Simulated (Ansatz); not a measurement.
Isolated molecules relaxed with PBE0-D4/def2-TZVP in Ansatz; ΔE leaves out vibrations. CCSD(T)/CBS is the MP2 limit (def2-TZVPP, def2-QZVPP) plus CCSD(T) − MP2 in def2-TZVPP, frozen cores. Functionals use def2-TZVPP. Elements past krypton have def2 core potentials. For Sn outer-core shells are correlated without core-valence functions, which leaves a few kJ/mol of doubt a bond. Each species was taken in one conformer, which may not be the lowest.

Reaction (redistribution): `CO[Si](F)(F)S` + `[NH2][SnH2][F]` → `F[Si](F)(F)S` + `C[O][SnH2][NH2]`

| level | ΔE (kcal/mol) |
| --- | --- |
| ωB97X-V | 4.5 |
| PBE | 3.9 |
| r2SCAN | 3.7 |
| PBE0 | 4.0 |
| HF/def2-TZVPP | 5.1 |
| MP2/def2-TZVPP | 1.8 |
| SCS-MP2/def2-TZVPP | 2.4 |
| CCSD/CBS(def2) | 2.7 |

Problem. What does CCSD(T)/CBS give? (Estimate.)

Solution. Computed: +2.4 kcal/mol. The listed levels differ from it by 2.1, 1.5, 1.3, 1.6, 2.7, -0.6, 0.0, 0.3 kcal/mol.

Largest T1 diagnostic among the species: 0.013.

In def2-TZVPP, CCSD(T) changes the Hartree–Fock value by −2.9 kcal/mol (the triples alone add −0.3 kcal/mol) and MP2 by −3.2 kcal/mol.
